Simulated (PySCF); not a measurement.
Choosing a molecule for a target property.

Each SMILES stands for a single optimised conformer of the isolated species, non-relativistic unless stated; the electronic structure was computed with PySCF and density fitting.

The conformers computed, where there is a choice (atom-mapped SMILES and torsion angles):
- `[F:1][C@@H:2]1[CH:3]=[CH:4][O:5][C@H:6]1[O:7][C:8]([F:9])([F:10])[F:11]`: O5–C6–O7–C8 -64°, C6–O7–C8–F9 -50°
- `[F:1]/[CH:2]=[CH:3]/[O:4]/[CH:5]=[C:6](/[F:7])[O:8][CH:9]([F:10])[F:11]`: C2–C3–O4–C5 178°, C3–O4–C5–C6 178°, C5–C6–O8–C9 132°, C6–O8–C9–F10 165°
- `[F:1][C:2]1=[C:3]([O:4][CH:5]([F:6])[F:7])[O:8][CH2:9][C@H:10]1[F:11]`: C2–C3–O4–C5 -174°, C3–O4–C5–F6 -169°
- `[O:1]=[C:2]1[C@H:3]([C:4]([F:5])([F:6])[F:7])[O:8][C@@H:9]1[CH2:10][F:11]`: C2–C3–C4–F5 -168°, O8–C9–C10–F11 97°
- `[F:1][C@H:2]1[CH:3]=[C:4]([O:5][C:6]([F:7])([F:8])[F:9])[CH2:10][O:11]1`: C3–C4–O5–C6 2°, C4–O5–C6–F7 180°

Problem. Wanted: dipole moment between 1.3 D and 3 D (PBE0/pcSseg-1) and HOMO energy above -6.7 eV (PBE0/pcSseg-1), at GFN2-xTB geometries. Which candidate meets both?
A. `F[C@@H]1C=CO[C@H]1OC(F)(F)F`
B. `O=C1[C@H](C(F)(F)F)O[C@@H]1CF`
C. `F/C=C/O/C=C(/F)OC(F)F`
D. `F[C@H]1C=C(OC(F)(F)F)CO1`
E. `FC1=C(OC(F)F)OC[C@H]1F`

Solution. C. Computed values:
```
                      species  dipole moment  HOMO energy
O=C1[C@H](C(F)(F)F)O[C@@H]1CF         1.18 D     -8.56 eV
     F[C@H]1C=C(OC(F)(F)F)CO1         1.37 D     -8.18 eV
        F/C=C/O/C=C(/F)OC(F)F         2.05 D     -6.52 eV
  F[C@@H]1C=CO[C@H]1OC(F)(F)F         2.42 D     -7.66 eV
       FC1=C(OC(F)F)OC[C@H]1F         3.28 D     -6.92 eV
```
